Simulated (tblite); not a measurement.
C2H6NSSi (doublet state).
Atom-mapped SMILES: `[CH3:1][C:2](=[S:3])[SiH:4][NH2:5]` (hydrogens: H6, H7, H8 on C1; H9 on Si4; H10, H11 on N5)
Bond orders are those of one Lewis drawing.

Computed with GFN2-xTB (tblite), gas phase: L-BFGS steps from a force-field or distance-geometry start until the largest atomic force falls under 0.01 eV/Å.

At the end of the run (lengths in Å): C2–Si4 1.806, Si4–N5 1.700, Si4–H9 1.448, C2=S3 1.695, N5–H11 1.009, C1–C2 1.500, N5–H10 1.006, C2–Si4–N5 119.0°, C1–C2–Si4 123.6°, S3–C2–Si4 117.1°, C1–C2–S3 119.3°, C1–C2–Si4–N5 173°, H10–N5–Si4–C2 151°, H9–Si4–N5–H10 -32°.

**Question.** These geometries were met on the way; a selection of coordinates is given. Order them by energy above the end point, lowest first.
A. C2–Si4 1.812, Si4–N5 1.715, Si4–H9 1.460, C2=S3 1.699, N5–H11 1.013, C1–C2 1.498, N5–H10 1.013, C2–Si4–N5 122.6°, C1–C2–Si4 125.3°, S3–C2–Si4 114.5°, C1–C2–S3 120.1°, C1–C2–Si4–N5 -177°, H10–N5–Si4–C2 118°, H9–Si4–N5–H10 -63°
B. C2–Si4 1.819, Si4–N5 1.708, Si4–H9 1.457, C2=S3 1.692, N5–H11 1.002, C1–C2 1.502, N5–H10 1.000, C2–Si4–N5 128.3°, C1–C2–Si4 119.0°, S3–C2–Si4 122.3°, C1–C2–S3 118.0°, C1–C2–Si4–N5 -145°, H10–N5–Si4–C2 100°, H9–Si4–N5–H10 -85°
C. C2–Si4 1.844, Si4–N5 1.732, Si4–H9 1.478, C2=S3 1.681, N5–H11 1.013, C1–C2 1.516, N5–H10 1.016, C2–Si4–N5 116.7°, C1–C2–Si4 115.0°, S3–C2–Si4 124.4°, C1–C2–S3 120.5°, C1–C2–Si4–N5 -128°, H10–N5–Si4–C2 85°, H9–Si4–N5–H10 -64°
D. C2–Si4 1.816, Si4–N5 1.716, Si4–H9 1.452, C2=S3 1.696, N5–H11 1.010, C1–C2 1.510, N5–H10 1.010, C2–Si4–N5 125.2°, C1–C2–Si4 123.5°, S3–C2–Si4 117.4°, C1–C2–S3 118.8°, C1–C2–Si4–N5 -156°, H10–N5–Si4–C2 106°, H9–Si4–N5–H10 -76°
E. C2–Si4 1.880, Si4–N5 1.696, Si4–H9 1.478, C2=S3 1.670, N5–H11 1.027, C1–C2 1.487, N5–H10 1.020, C2–Si4–N5 113.2°, C1–C2–Si4 119.2°, S3–C2–Si4 117.0°, C1–C2–S3 123.7°, C1–C2–Si4–N5 -116°, H10–N5–Si4–C2 65°, H9–Si4–N5–H10 -56°

**Answer.** A (0.075 eV), D (0.164 eV), B (0.267 eV), C (0.431 eV), E (0.706 eV).

```
step  E above end (eV)  rms distance from the end, all atoms (Å)  largest force (eV/Å)  rms shift of all bonds from the end (Å)
  34             0.075                                     0.383                 0.440                                    0.008
  28             0.164                                     0.519                 0.214                                    0.007
  16             0.267                                     0.585                 0.457                                    0.007
  10             0.431                                     0.677                 0.470                                    0.020
   0             0.706                                     0.739                 1.891                                    0.028
```

Rows stand in the order of the answer.
